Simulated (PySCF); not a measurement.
H3Cl2InSi, SMILES [Cl][In]([SiH3])[Cl] (CAM-B3LYP/def2-SVP optimised geometry):

```
7

In     0.852     0.004     0.000
Cl     2.201    -1.571    -1.101
Cl     2.179     1.571     1.137
Si    -1.707     0.004     0.000
H     -2.192     1.407     0.000
H     -2.159    -0.690     1.235
H     -2.201    -0.718    -1.200
```

Computed with CAM-B3LYP/def2-TZVP, def2 effective core potentials past Kr (PySCF).

Q: What are the frontier orbital energies and the dipole moment?

A: HOMO-2 -10.20 eV, HOMO-1 -10.04 eV, HOMO -9.55 eV, LUMO -1.32 eV, LUMO+1 -0.94 eV; dipole moment 4.08 D.

On the same geometry PBE/def2-TZVP, def2 effective core potentials past Kr in PySCF gives HOMO-2 -7.47 eV, HOMO-1 -7.30 eV, HOMO -7.15 eV, LUMO -2.88 eV, LUMO+1 -2.72 eV; dipole moment 3.83 D.
